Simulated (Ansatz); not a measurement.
System: C$_{3}$H$_{12}$Si$_{2}$, net charge 0, singlet state. SMILES: C(C([SiH3])[SiH3])C
Geometry from a B3LYP-D3(BJ)/def2-TZVP (Ansatz, a first-principles code) optimisation:
```
C
H 1 1.0979
C 1 1.5464 2 108.98
H 3 1.0944 1 109.18 2 -64.40
H 3 1.0945 4 105.90 1 117.43
C 3 1.5273 4 108.78 5 117.32
H 6 1.0915 3 110.91 4 -54.24
H 6 1.0917 7 107.59 3 122.56
H 6 1.0924 7 107.93 8 115.76
Si 1 1.8835 2 105.82 3 -119.48
H 10 1.4820 1 110.90 2 -51.86
H 10 1.4841 11 108.59 1 121.26
H 10 1.4846 11 108.88 12 117.58
Si 1 1.8859 2 106.53 3 122.64
H 14 1.4827 1 112.34 2 -46.69
H 14 1.4833 15 107.87 8 -171.12
H 14 1.4837 15 108.41 16 -117.50
```
Charge 0, spin multiplicity 1.

Quantity: vertical triplet-singlet gap (E(triplet) - E(singlet); each state is the SCF solution reached for its spin; for the triplet T1 is 0.063), in eV. Valence correlation only, unless marked. Open shells are spin-unrestricted. No spin-orbit coupling. Non-relativistic. 

```json
[
 {"level": "HF/aug-cc-pV(D+d)Z", "program": "Ansatz", "vertical triplet-singlet gap (eV)": "7.10"},
 {"level": "HF/aug-cc-pV(T+d)Z", "program": "Ansatz", "vertical triplet-singlet gap (eV)": "7.03"},
 {"level": "SVWN5/def2-TZVPD", "program": "Ansatz", "vertical triplet-singlet gap (eV)": "6.30"},
 {"level": "PBE/def2-TZVPD", "program": "Ansatz", "vertical triplet-singlet gap (eV)": "6.39"},
 {"level": "r2SCAN/def2-TZVPD", "program": "Ansatz", "vertical triplet-singlet gap (eV)": "6.66"},
 {"level": "PBE0/def2-TZVPD", "program": "Ansatz", "vertical triplet-singlet gap (eV)": "6.86"},
 {"level": "BHLYP/def2-TZVPD", "program": "Ansatz", "vertical triplet-singlet gap (eV)": "7.27"},
 {"level": "CAM-B3LYP/def2-TZVPD", "program": "Ansatz", "vertical triplet-singlet gap (eV)": "7.21"},
 {"level": "wB97M-V/def2-TZVPD", "program": "Ansatz", "vertical triplet-singlet gap (eV)": "7.35"},
 {"level": "B2PLYP/def2-TZVPD", "program": "Ansatz", "vertical triplet-singlet gap (eV)": "7.10"},
 {"level": "MP2/aug-cc-pV(D+d)Z", "program": "Ansatz", "vertical triplet-singlet gap (eV)": "7.55"},
 {"level": "RI-MP2/aug-cc-pV(T+d)Z", "program": "Ansatz", "vertical triplet-singlet gap (eV)": "7.61"},
 {"level": "SCS-MP2/aug-cc-pV(D+d)Z", "program": "Ansatz", "vertical triplet-singlet gap (eV)": "7.61"},
 {"level": "CCSD(T)/aug-cc-pV(D+d)Z", "program": "Ansatz", "vertical triplet-singlet gap (eV)": "7.15"}
]
```
